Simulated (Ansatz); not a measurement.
`O[SiH]1CS1` + PH₃ → `P[SiH]1CS1` + H₂O at 500 K and 1 bar (ligand exchange at the Si–O bond).

Computed with Ansatz on PBE0-D4/def2-TZVP structures; ΔE is electronic, products minus reactants. CCSD(T)/CBS is the MP2 limit (def2-TZVPP, def2-QZVPP) plus CCSD(T) − MP2 in def2-TZVPP, frozen cores. This one scheme is used for every species. One conformer a species, not always the lowest.

```
     species  CCSD(T)/CBS energy (Eh)  H − E (kJ/mol)  S (J/(mol·K))
`O[SiH]1CS1`               -802.53827           172.0          357.0
         PH₃               -342.72256            81.5          231.4
`P[SiH]1CS1`              -1068.85395           186.7          390.4
         H₂O                -76.37941            73.2          206.3
```

H − E and S are ideal-gas, rigid-rotor, harmonic terms from PBE0-D4/def2-TZVP, for one conformer and one mirror image of each species. 1 Eh = 2625.50 kJ/mol, R = 8.31446 J/(mol·K).

By hand: ΔE, ΔH, ΔS and ΔG.

ΔE = (-1068.85395) + (-76.37941) − (-802.53827) − (-342.72256) = 0.02747 Eh = 72.1 kJ/mol. Δ(H − E) = 186.7 + 73.2 − 172.0 − 81.5 = 6.4, so ΔH = 78.5 kJ/mol. ΔS = 390.4 + 206.3 − 357.0 − 231.4 = 8.3 J/(mol·K). ΔG = 78.5 − 500 × (8.3)/1000 = 74.3 kJ/mol.

By hand: the equilibrium constant, and the temperature at which ΔG would vanish if ΔH and ΔS stayed fixed.

log₁₀ K = −ΔG/(RT ln 10) = -7.8. ΔG = 0 at ΔH/ΔS = 9458 K, far beyond where these terms or the molecules hold.

The number of gas molecules stays the same, so ΔS is small and ΔH decides. A doubt of 5 kJ/mol in ΔE shifts log₁₀ K by 0.5 here. Other conformers and mirror images would add mixing entropy, several J/(mol·K) or more a flexible species. These are equilibria of isolated gas molecules and say nothing of rates. Largest T1 diagnostic: 0.013 (customary marks: 0.02 for closed shells, 0.045 for open ones).
